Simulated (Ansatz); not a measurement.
C₂H₁₀AlClOSi, SMILES `[CH3][Al-]([CH3])([Cl])[OH+][SiH3]`, relaxed with RKS PBE0-D4/def2-TZVP in Ansatz 0.2.0 from a PBE-D4/def2-SVP geometry. The force threshold is 0.005 eV/Å; the program also tests the step.

Total charge 0; spin multiplicity 1.

Start:

```xyz
16

C    -1.337   -0.793   -1.862
Al   -0.817    0.443   -0.428
C    -1.264    0.157    1.469
Cl   -0.702    2.563   -1.035
O     1.206    0.459   -0.410
Si    2.310   -0.204    0.745
H    -2.433   -0.752   -2.042
H    -0.841   -0.547   -2.824
H    -1.093   -1.848   -1.615
H    -0.961   -0.849    1.834
H    -0.803    0.914    2.139
H    -2.363    0.223    1.626
H     1.316    1.403   -0.692
H     2.253    0.581    2.020
H     1.846   -1.611    0.928
H     3.682   -0.139    0.147
```

Q: By how much does the energy fall, and how many steps does the optimiser take? (Best estimate.)

A: Ansatz gave: 7.77 kJ/mol, in 11 steps.

Q: Which bonds change most? (Best estimate.)

A: The calculation gave: O5–Si6 from 1.730 to 1.691 Å; Al2–Cl4 from 2.208 to 2.174 Å; Al2–O5 from 2.023 to 1.996 Å; O5–H13 from 0.991 to 0.969 Å.

Q: Give the relaxed structure. (Estimate.)

A: Ansatz gave: 
```xyz
16

C    -1.258   -0.796   -1.813
Al   -0.812    0.490   -0.415
C    -1.264    0.187    1.465
Cl   -0.839    2.572   -1.038
O     1.183    0.526   -0.373
Si    2.247   -0.239    0.697
H    -2.338   -0.833   -1.986
H    -0.788   -0.544   -2.768
H    -0.946   -1.812   -1.546
H    -0.959   -0.805    1.818
H    -0.819    0.932    2.132
H    -2.348    0.244    1.610
H     1.382    1.425   -0.674
H     2.253    0.476    1.991
H     1.718   -1.610    0.822
H     3.591   -0.213    0.077
```
